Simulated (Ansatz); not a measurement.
Program: Ansatz. Geometries: PBE0-D4/def2-TZVP. ΔE: electronic, gas phase. CBS: MP2 limit from def2 TZ/QZ plus the TZ coupled-cluster correction, frozen cores. This one scheme is used for every species. DFT in def2-TZVPP. For Br outer-core shells are correlated without core-valence functions, which leaves a few kJ/mol of doubt a bond. Scalar relativity is left out up to krypton. One conformer a species, not always the lowest.

Reaction (ligand exchange at the Si–N bond): `N[Si](F)(F)Cl` + HBr → `F[Si](F)(Cl)Br` + NH₃

```
 level  ΔE (kJ/mol)
  BLYP        -10.5
r2SCAN        -13.1
```

Task: What does CCSD(T)/CBS give? (Estimate.)

Result: Ansatz gave: -14.0 kJ/mol. The listed levels differ from it by 3.5, 0.9 kJ/mol.

Largest T1 diagnostic among the species: 0.010.

In def2-TZVPP, CCSD(T) changes the Hartree–Fock value by −7.1 kJ/mol (the triples alone add −2.2 kJ/mol) and MP2 by −12.2 kJ/mol. At CCSD(T), def2-SVP lies +10.5 kJ/mol from the extrapolated value and def2-TZVPP +5.4 kJ/mol. From BLYP to BHLYP (50 % exact exchange), in def2-TZVPP and without D4, ΔE moves by +6.3 kJ/mol.
